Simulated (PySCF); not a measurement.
Match the calculated data to a structure.

All candidates are C7H7Cl.

* UV, first state: lowest singlet excitation: 5.19 eV (239 nm, f = 0.009) [TDDFT PBE0/def2-SVPD]
* Triplet: lowest triplet excitation (Tamm–Dancoff): 3.97 eV [TDA PBE0/def2-SVPD]
* Dipole: 2.29 D [PBE0/def2-SVPD]
* Rotational structure: rotational constants A, B, C: 5.586, 0.979, 0.837 GHz [GFN2-xTB]
* UV, strongest line: among the 8 lowest singlet transitions: S6 at 6.86 eV (181 nm, f = 0.620) [TDDFT PBE0/def2-SVPD]
* Polarisability: 94.5 au [PBE0/def2-SVPD]

The electronic properties come from PySCF, for the isolated species, density fitting. Levels stand in brackets. Isolated species at its GFN2-xTB geometry, gas phase.

Problem. Which candidate is it?
A. `C#C/C=C/C/C=C/Cl`
B. `C=C1C(=C)C(Cl)=C1C`
C. `C[C@]12C=C[C@@]1(Cl)C=C2`
D. `Cc1ccc(Cl)cc1`

Solution. D. It is `Cc1ccc(Cl)cc1`. Numbering: `[CH3:1][c:2]1[cH:3][cH:4][c:5]([Cl:6])[cH:7][cH:8]1`. Its formula, C7H7Cl, gives 4 degrees of unsaturation: 1 ring and 3 π bonds in the structure found (Kekulé form). S1 is mainly HOMO→LUMO (weight 0.76); the largest Löwdin shares of the orbital it empties are 0.21 on the aryl chlorine, 0.19 on the aromatic C–Cl carbon and 0.18 on the substituted aromatic carbon, of the orbital it fills 0.18 on each of 4 atoms of one kind (aromatic CH carbon). The optimised geometry has point group Cs and is an asymmetric top.

The others, at the same levels:
- `C=C1C(=C)C(Cl)=C1C` fails: its computed lowest singlet excitation is 4.87 eV (255 nm, f = 0.135) (against 5.19 eV), lowest triplet excitation (Tamm–Dancoff) is 3.05 eV (against 3.97 eV) and strongest line among the 8 lowest singlet transitions is S5 at 6.38 eV (194 nm, f = 0.572) (against S6 at 6.86 eV).
- `C#C/C=C/C/C=C/Cl` fails: its computed lowest triplet excitation (Tamm–Dancoff) is 3.38 eV (against 3.97 eV), static isotropic polarisability is 105.5 au (against 94.5 au) and rotational constant A is 6.036 GHz (against 5.586 GHz).
- `C[C@]12C=C[C@@]1(Cl)C=C2` fails: its computed lowest triplet excitation (Tamm–Dancoff) is 3.59 eV (against 3.97 eV), static isotropic polarisability is 86.4 au (against 94.5 au) and rotational constant A is 2.572 GHz (against 5.586 GHz).

Each candidate is one conformer, not necessarily the lowest. Dipoles, sizes and rotational constants follow the conformer. The torsions of the flexible species, by atom-mapped SMILES:
- `[CH:1]#[C:2]/[CH:3]=[CH:4]/[CH2:5]/[CH:6]=[CH:7]/[Cl:8]`: C3–C4–C5–C6 -117°, C4–C5–C6–C7 -116°
